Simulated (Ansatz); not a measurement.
Steps of a relaxation of C₂H₄AlCl, SMILES `[AlH2]/[CH]=C/Cl` with RKS PBE0-D4/def2-TZVP.

```sh
$ ansatz run in.yaml --threads 2 --pin off --events-out ev --progress --plain --max-ram 4352MiB
```

```yaml
crystal:
  periodic: [false, false, false]
  atoms:
    - {symbol: Al, position_ang: [-0.148257, 1.546504, -0.225103]}
    - {symbol: C, position_ang: [0.363808, -0.318803, -0.464371]}
    - {symbol: C, position_ang: [-0.044018, -1.230203, 0.445575]}
    - {symbol: Cl, position_ang: [0.327271, -2.934611, 0.382598]}
    - {symbol: H, position_ang: [0.315741, 2.658996, -1.275483]}
    - {symbol: H, position_ang: [-1.040578, 1.902242, 1.056060]}
    - {symbol: H, position_ang: [0.976938, -0.690066, -1.306141]}
    - {symbol: H, position_ang: [-0.658905, -0.991158, 1.330965]}
basis:
  gaussian: {orbitals: def2-TZVP}
hamiltonian: {xc: pbe0, dispersion: d4}
relax: {f_tol: 0.005, max_steps: 150}
```

Positions (Å) and forces (eV/Å) along the path, 9 of 9 steps:

```xyz
8
step=1 energy=-21249.2775 eV
Al   -0.148    1.547   -0.225   -0.008   -0.043    0.028
C     0.364   -0.319   -0.464   -0.090   -0.831    0.394
C    -0.044   -1.230    0.446    0.087    0.573   -0.306
Cl    0.327   -2.935    0.383   -0.085    0.453   -0.006
H     0.316    2.659   -1.275   -0.057   -0.143    0.130
H    -1.041    1.902    1.056    0.112   -0.051   -0.160
H     0.977   -0.690   -1.306   -0.318    0.169    0.441
H    -0.659   -0.991    1.331    0.358   -0.127   -0.521
8
step=2 energy=-21249.3090 eV
Al   -0.148    1.535   -0.221    0.018   -0.054   -0.012
C     0.364   -0.320   -0.462    0.008   -0.191    0.045
C    -0.042   -1.215    0.440    0.010    0.043   -0.040
Cl    0.324   -2.912    0.380   -0.045    0.197    0.012
H     0.311    2.638   -1.263   -0.010   -0.007    0.018
H    -1.034    1.883    1.050    0.013   -0.012   -0.016
H     0.969   -0.693   -1.293   -0.089    0.071    0.121
H    -0.650   -0.974    1.312    0.095   -0.047   -0.128
8
step=3 energy=-21249.3114 eV
Al   -0.146    1.530   -0.223    0.001   -0.011    0.000
C     0.364   -0.322   -0.463    0.006    0.016   -0.021
C    -0.045   -1.211    0.437    0.034   -0.059    0.027
Cl    0.319   -2.902    0.384   -0.018    0.045    0.003
H     0.308    2.638   -1.259    0.000    0.004    0.000
H    -1.030    1.870    1.049   -0.003   -0.001    0.005
H     0.968   -0.693   -1.288    0.001    0.002   -0.013
H    -0.646   -0.968    1.307   -0.021    0.005    0.000
8
step=4 energy=-21249.3114 eV
Al   -0.146    1.529   -0.222    0.004   -0.014   -0.002
C     0.364   -0.323   -0.464    0.005    0.017   -0.019
C    -0.045   -1.211    0.437    0.037   -0.051    0.019
Cl    0.319   -2.903    0.385   -0.019    0.047    0.002
H     0.308    2.639   -1.258   -0.001    0.003    0.000
H    -1.030    1.870    1.049   -0.003   -0.002    0.005
H     0.968   -0.693   -1.289    0.001    0.000   -0.013
H    -0.645   -0.966    1.306   -0.024    0.000    0.007
8
step=5 energy=-21249.3107 eV rejected
Al   -0.145    1.527   -0.223    0.003   -0.001    0.003
C     0.369   -0.323   -0.465    0.026    0.043   -0.001
C    -0.034   -1.207    0.443   -0.107   -0.039   -0.065
Cl    0.311   -2.900    0.389    0.026   -0.006    0.017
H     0.304    2.640   -1.256   -0.001    0.001   -0.001
H    -1.029    1.861    1.051   -0.003    0.000    0.004
H     0.968   -0.694   -1.294    0.024   -0.012   -0.010
H    -0.651   -0.960    1.299    0.032    0.014    0.054
8
step=6 energy=-21249.3116 eV
Al   -0.146    1.528   -0.223    0.001   -0.006   -0.001
C     0.367   -0.323   -0.466    0.001    0.010   -0.007
C    -0.042   -1.209    0.437    0.003   -0.005   -0.003
Cl    0.315   -2.900    0.389   -0.002    0.004    0.002
H     0.305    2.640   -1.256   -0.001    0.000    0.002
H    -1.030    1.864    1.051    0.000   -0.002    0.001
H     0.969   -0.694   -1.292    0.002   -0.004    0.000
H    -0.647   -0.962    1.304   -0.003    0.002    0.006
8
step=7 energy=-21249.3117 eV
Al   -0.145    1.526   -0.223   -0.002    0.004    0.002
C     0.369   -0.323   -0.469   -0.002   -0.013    0.007
C    -0.042   -1.207    0.436    0.003    0.000   -0.004
Cl    0.311   -2.899    0.393    0.000    0.004   -0.001
H     0.302    2.643   -1.253    0.000    0.001    0.000
H    -1.029    1.855    1.053    0.002   -0.002   -0.003
H     0.972   -0.697   -1.294    0.002    0.001   -0.004
H    -0.647   -0.955    1.302   -0.002    0.003    0.003
8
step=8 energy=-21249.3117 eV rejected
Al   -0.145    1.526   -0.223    0.000   -0.002    0.001
C     0.370   -0.324   -0.469   -0.001    0.002    0.001
C    -0.042   -1.206    0.436    0.002    0.004   -0.004
Cl    0.311   -2.898    0.393   -0.003   -0.003    0.005
H     0.302    2.644   -1.253    0.000    0.001    0.000
H    -1.028    1.853    1.053    0.001    0.000   -0.001
H     0.972   -0.699   -1.294    0.000    0.002   -0.001
H    -0.647   -0.953    1.301    0.001   -0.005    0.000
8
step=9 energy=-21249.3117 eV
Al   -0.145    1.526   -0.224   -0.001    0.001    0.001
C     0.370   -0.324   -0.469    0.000   -0.002    0.001
C    -0.042   -1.207    0.436    0.001    0.002   -0.001
Cl    0.311   -2.898    0.394    0.000    0.000    0.000
H     0.302    2.644   -1.253    0.000    0.000    0.000
H    -1.028    1.854    1.052    0.000   -0.001    0.000
H     0.972   -0.698   -1.294    0.000    0.000   -0.001
H    -0.647   -0.954    1.302    0.000    0.000    0.000
```

Hardware: 2 threads of an Arm Neoverse V2 on a shared host. Wall time 28 s, peak host memory 0.34 GiB.
